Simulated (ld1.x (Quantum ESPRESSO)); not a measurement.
# carbon (C): excitation energies, all-electron against RRKJ

```json
{"Element": "carbon (C)", "Generator": "ld1.x (Quantum ESPRESSO) 7.5", "Type": "norm-conserving RRKJ (Kleinman–Bylander form)", "Functional": "Wu–Cohen", "Relativity": "scalar-relativistic", "Frozen core": "[He]", "Valence charge": "4", "Reference configuration": "2s2 2p1 (charge +1)", "Partial waves": "2s (bound): rc 1.00 bohr; 2p (bound): rc 1.45 bohr; 3d channel at 0.45 Ry: rc 1.20 bohr", "Local potential": "the d channel", "Core correction": "Bessel-smoothed model core inside 0.60 bohr"}
```

Energies are relative to the spin-unpolarised reference configuration 2s2 2p1; without spin polarisation the order of configurations can differ from experiment.

Give the all-electron excitation energy and the error of the potential for: 2s2 2p2; 2s2 2p0; 2s1 2p0; 2s2 2p1.5; 2s1 2p2; 2s0 2p4; 2s2 2p2.3.

```json
{"valence configuration": "2s2 2p2", "charge": "0", "ΔE all-electron (eV)": "-10.816", "error AE − PS (meV)": "+5.9"}
{"valence configuration": "2s2 2p0", "charge": "+2", "ΔE all-electron (eV)": "24.072", "error AE − PS (meV)": "+36"}
{"valence configuration": "2s1 2p0", "charge": "+3", "ΔE all-electron (eV)": "72.118", "error AE − PS (meV)": "+162"}
{"valence configuration": "2s2 2p1.5", "charge": "+0.5", "ΔE all-electron (eV)": "-6.874", "error AE − PS (meV)": "+2.6"}
{"valence configuration": "2s1 2p2", "charge": "+1", "ΔE all-electron (eV)": "8.718", "error AE − PS (meV)": "-1.4"}
{"valence configuration": "2s0 2p4", "charge": "0", "ΔE all-electron (eV)": "6.066", "error AE − PS (meV)": "+9.4"}
{"valence configuration": "2s2 2p2.3", "charge": "-0.3", "ΔE all-electron (eV)": "-11.960", "error AE − PS (meV)": "+6.9"}
```
